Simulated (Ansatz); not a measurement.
The same path of BClH2O + ClH (7 atoms, charge 0, multiplicity 1) was run twice with different band settings. Lost on the way: Cl6–H7. Made: B1–Cl6, O2–H7.

Method: RKS B3LYP-D4/cc-pVDZ (Ansatz 0.2.0).

Relaxed end points:

```xyz
7
Properties=species:S:1:pos:R:3
B -0.110 -0.578 -0.051
O -0.373 0.249 0.993
H -1.147 -0.021 1.510
Cl 1.278 -0.181 -1.064
H -0.779 -1.544 -0.295
Cl 0.998 2.998 2.042
H 0.517 1.884 1.555
```

```xyz
7
Properties=species:S:1:pos:R:3
B -0.073 0.433 -0.006
O -0.209 -0.058 1.604
H -0.391 0.757 2.113
Cl 1.662 -0.037 -0.405
H -0.913 -0.184 -0.593
Cl -0.381 2.246 0.114
H 0.688 -0.350 1.864
```

Common settings: movable images 7; spring 5.0 eV/Å²; start path through a guess of the saddle point; force threshold 0.05 eV/Å; iteration limit 60; end points relaxed.

| run | climbing image | optimiser |
| --- | --- | --- |
| 1 | yes | quadratic models (default) |
| 2 | from the first iteration | fire |

Task: What does each run give, and how far can it be trusted?

Result: Run 1: converged after 15 iterations, highest image 1.046 eV above the first end. A vibrational analysis at the climbing image gives one clearly imaginary mode, 1017i cm⁻¹: a first-order saddle point.
Run 2: converged after 53 iterations, highest image 1.046 eV above the first end. Another band between the same ends (7 images) ends at a top of the same energy, where a vibrational analysis finds 1 clearly imaginary mode.
The orbitals stay closed-shell, which can raise the energy where a bond breaks towards radicals; this wasn't checked here.
